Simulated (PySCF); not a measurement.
Compound: C₂H₉NSi.
Bonds: C1–N2, N2–C3, N2–Si4. Hydrogens: H5, H6, H7 on C1; H8, H9, H10 on C3; H11, H12, H13 on Si4.

Theory: core-valence-separated Tamm–Dancoff BHandHLYP/aug-pcX-1 (pcseg-1 on H, def2-SVPD on Si) in PySCF, non-relativistic, gas phase, PBE0-D3(BJ)/def2-SVP geometry.

Computed nitrogen K-edge spectrum, Gaussian lines of 0.3 eV full width, highest printed point 100; it ends one width below the last computed root. No empirical shift is added; at this level the pattern usually sits a few eV under experiment.

photon energy (eV), absorption and a bar:
```
    399.5          1 
    399.6          6 ##
    399.7         28 ########
    399.8         67 ####################
    399.9         88 ##########################
    400.0         62 ##################
    400.1         23 #######
    400.2          5 #
    400.3          1 
    400.4          2 
    400.5          8 ##
    400.6         24 #######
    400.7         50 ###############
    400.8         76 #######################
    400.9         87 ##########################
    401.0         82 #########################
    401.1         65 ###################
    401.2         47 ##############
    401.3         59 ##################
    401.4        100 ##############################
```

**Question.** Assign the maxima to core holes.

**Answer.** 2 maxima:
- 399.9 eV: N2 (silicon-bound nitrogen), 399.89 eV, f = 0.011, 100 % of the height at the exact maximum
- 400.9 eV: N2 (silicon-bound nitrogen), 400.85 eV, f = 0.008, 63 % of the height at the exact maximum; N2 (silicon-bound nitrogen), 401.06 eV, f = 0.007, 33 % of the height at the exact maximum

Further lines of some strength in the range: N2, 400.68 eV, f = 0.002.

Roots within 0.03 eV on the same or equivalent atoms count as one line; shares under 12 % aren't listed.

Vibrational structure and lifetime widths aren't in the curve. The ionisation threshold wasn't computed; near and above it a finite basis only mimics Rydberg series and continuum.
